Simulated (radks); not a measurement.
Results of a calculation; reference values are marked as such.
Task: Radial electron density D(r) = 4 pi r^2 rho(r) of an atom or ion with 21 electrons. Level of theory: non-relativistic Kohn-Sham, r2SCAN, spin-polarised, spherical densities, point nucleus; meta-GGA in the generalised Kohn-Sham scheme (a radial shooting solver on a logarithmic mesh with Libxc functionals).

r (bohr)  D(r) (e/bohr)   spin D(r)
0.003791          1.090  -0.0000899
0.004309          1.376   -0.000114
0.004897          1.732   -0.000143
0.005566          2.173   -0.000179
0.006275          2.678   -0.000221
0.007132          3.331   -0.000275
0.008106          4.123   -0.000341
0.009213          5.073   -0.000419
0.01047           6.201   -0.000513
0.01181           7.435   -0.000616
0.01342           8.949   -0.000743
0.01525           10.67   -0.000889
0.01733           12.58    -0.00105
0.01954           14.52    -0.00123
0.02221           16.70    -0.00143
0.02525           18.91    -0.00164
0.02869           21.04    -0.00187
0.03261           22.96    -0.00212
0.03677           24.44    -0.00238
0.04179           25.53    -0.00269
0.0475            26.00    -0.00307
0.05398           25.79    -0.00356
0.06135           24.93    -0.00421
0.06917           23.66    -0.00503
0.07862           22.06    -0.00616
0.08936           20.57    -0.00751
0.1016            19.60    -0.00888
0.1154            19.48    -0.00977
0.1301            20.28    -0.00933
0.1479            22.04    -0.00595
0.1681            24.33     0.00286
0.1911            26.50      0.0203
0.2172            27.79      0.0503
0.2448            27.64      0.0936
0.2783            25.75       0.160
0.3163            22.25       0.253
0.3595            17.81       0.372
0.4086            13.42       0.520
0.4606            10.19       0.683
0.5236            8.282       0.880
0.595             7.987        1.09
0.6763            8.803        1.30
0.7686            9.892        1.48
0.8667            10.45        1.61
0.985             10.17        1.67
1.119             8.981        1.65
1.272             7.221        1.56
1.435             5.433        1.42
1.63              3.720        1.23
1.853             2.392        1.02
2.106             1.475       0.812
2.394            0.8954       0.615
2.699            0.5615       0.452
3.068            0.3416       0.307
3.486            0.2039       0.195
3.963            0.1157       0.114
4.504           0.06054      0.0602
5.078           0.02991      0.0299
5.771           0.01243      0.0124
6.559          0.004443     0.00444

What is the nuclear charge?

Result: Z = 22. The innermost maximum, from 1s, lies near 1/Z = 0.0455 bohr (found: 0.0486), and its height grows with Z. The density is that of the titanium ion Ti+ in [Ar] 3d3; the configuration itself is not fixed sharply by these data, and Z only to about a unit. D(r) has 3 maxima, at r = 0.0486, 0.228, 0.888 bohr, and minima at 0.110, 0.572 bohr, inside which lie 2.14, 10.45 electrons.
